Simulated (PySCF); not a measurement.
Cartesian coordinates (Å):
SMILES: [OH][Sn]([OH])[OH]
```xyz
7

O     -0.1756     1.8045    -0.1110
Sn     0.1157    -0.0550    -0.7310
O      1.6220    -0.7317     0.3644
O     -1.4707    -1.0616    -0.1007
H     -1.1105     2.0471    -0.1315
H      2.2635    -0.0365     0.5603
H     -1.2445    -1.9669     0.1495
```
Charge 0, spin multiplicity 2.

Problem. What total energy, highest occupied spin orbital and dipole moment does r2SCAN-D4/def2-TZVP (PySCF) give?

Solution. 
```
Item                                  Value
-----------------------------  ------------
total energy                   -441.8923 Ha
highest occupied spin orbital      -6.04 eV
dipole moment                        1.30 D
```
